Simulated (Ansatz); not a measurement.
Ansatz (a quantum-chemistry and plane-wave program) input (LC-wPBE/def2-TZVPD):

Ansatz 0.2 input:
```yaml
crystal:
  periodic: [false, false, false]
  atoms:
    - {symbol: C, position_ang: [2.33322710, -0.63363432, 0.06754451]}
    - {symbol: C, position_ang: [1.01607980, -0.01374382, 0.37280208]}
    - {symbol: N, position_ang: [0.05385408, -0.00670378, -0.62768891]}
    - {symbol: C, position_ang: [-1.20191540, 0.70459959, -0.42349828]}
    - {symbol: C, position_ang: [-2.11002271, 0.00680942, 0.58194725]}
    - {symbol: H, position_ang: [2.26722227, -1.72143879, -0.09502676]}
    - {symbol: H, position_ang: [2.77729479, -0.20756772, -0.83981337]}
    - {symbol: H, position_ang: [3.03618352, -0.46740472, 0.88426919]}
    - {symbol: H, position_ang: [0.63435691, -0.04891034, 1.38439800]}
    - {symbol: H, position_ang: [0.43810727, 0.11793973, -1.55336794]}
    - {symbol: H, position_ang: [-1.01898275, 1.73867808, -0.09793344]}
    - {symbol: H, position_ang: [-1.70635898, 0.75428597, -1.39005956]}
    - {symbol: H, position_ang: [-1.65795034, -0.02686473, 1.57382086]}
    - {symbol: H, position_ang: [-2.31335771, -1.01762860, 0.26652083]}
    - {symbol: H, position_ang: [-3.05770643, 0.54165229, 0.66824125]}
basis:
  gaussian:
    orbitals: def2-TZVPD
hamiltonian:
  xc: {name: LC-wPBE}
magnetization: {spin_polarized: true, initial_magnetization: 1}
output: {forces: true}
```

Output:

```
Functional definition: LC-wPBE
integrals: 0.24 GiB planned
1385 factors; their error is unknown
integrals: 0.29 GiB planned
746 factors; integrals over basis functions are off by at most 4.8e-6 eV
0.42 GiB of the device are held for the grids
1.65 GiB of device memory are held for the factors and their scratch space
mean field: 1.89 GiB planned
mean field evaluation 1: about -5793.2330 eV, gradient 3.5e1 eV
mean field evaluation 2: about -5796.0973 eV, gradient 2.4e1 eV
mean field evaluation 4: about -5798.5705 eV, gradient 1.7e0 eV
mean field evaluation 8: about -5798.5901 eV, gradient 1.4e-1 eV
mean field evaluation 16: about -5798.5277 eV, gradient 7.5e-3 eV
mean field -5798.52766617 eV, -213.0919613486 hartree, gradient 4.2e-5 eV, S^2 0.754936; 0 other end points of the search recorded, 0 dependent functions left out
the calculation of the forces begins
reference -5798.52766618 eV, -213.0919613490 hartree; 21, 20 occupied and 254, 255 virtual orbitals, 1385 factors
Total energy: -5798.52766618 eV, -213.0919613490 hartree
Atom 0 at     2.333227    -0.633634     0.067545 Å, force    -0.011696    -0.040272    -0.066492 eV/Å
Atom 1 at     1.016080    -0.013744     0.372802 Å, force    -0.118925    -0.076637    -0.168146 eV/Å
Atom 2 at     0.053854    -0.006704    -0.627689 Å, force    -0.028911     0.147075     0.049915 eV/Å
Atom 3 at    -1.201915     0.704600    -0.423498 Å, force     0.130947    -0.186747     0.174892 eV/Å
Atom 4 at    -2.110023     0.006809     0.581947 Å, force     0.126609     0.081934    -0.150645 eV/Å
Atom 5 at     2.267222    -1.721439    -0.095027 Å, force    -0.040753     0.113342     0.033464 eV/Å
Atom 6 at     2.777295    -0.207568    -0.839813 Å, force    -0.028609    -0.001981     0.055298 eV/Å
Atom 7 at     3.036184    -0.467405     0.884269 Å, force    -0.018276     0.009036    -0.017563 eV/Å
Atom 8 at     0.634357    -0.048910     1.384398 Å, force    -0.003481     0.017372     0.047323 eV/Å
Atom 9 at     0.438107     0.117940    -1.553368 Å, force    -0.030111    -0.024211     0.071402 eV/Å
Atom 10 at    -1.018983     1.738678    -0.097933 Å, force     0.002456    -0.054059    -0.021479 eV/Å
Atom 11 at    -1.706359     0.754286    -1.390060 Å, force    -0.001458    -0.003795     0.011256 eV/Å
Atom 12 at    -1.657950    -0.026865     1.573821 Å, force     0.000249     0.004445    -0.016109 eV/Å
Atom 13 at    -2.313358    -1.017629     0.266521 Å, force     0.001805     0.025567     0.000481 eV/Å
Atom 14 at    -3.057706     0.541652     0.668241 Å, force     0.020153    -0.011069    -0.003599 eV/Å
Dipole moment:    -0.097178     0.064455    -0.140819 e Å
```

It need not be the lowest isomer of its formula.
